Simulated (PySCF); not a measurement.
This script is equivalent to a calculation on F⁺ (fluorine, charge +1).

```python
from pyscf import gto, scf, dft, mp, cc
import basis_set_exchange as bse
mol = gto.M(atom="F 0 0 0", charge=1, spin=2, symmetry="D2h",
            basis=gto.basis.parse(bse.get_basis("aug-cc-pVDZ", elements=["F"], fmt="nwchem", header=False)))
mf = dft.UKS(mol, xc="B88,P86")
mf.irrep_nelec = {'Ag': (2, 2), 'B1u': (1, 0), 'B2u': (1, 1), 'B3u': (1, 0)}
mf.kernel()
```

Question: What total energy does it give?

Answer: -99.076 hartree (calculated).

Question: Which occupied shell lies highest, and where?

Answer: 2p β, at -26.621 eV.

Question: What is ⟨S²⟩, and what would a pure spin state give?

Answer: 2.002, against 2.00.
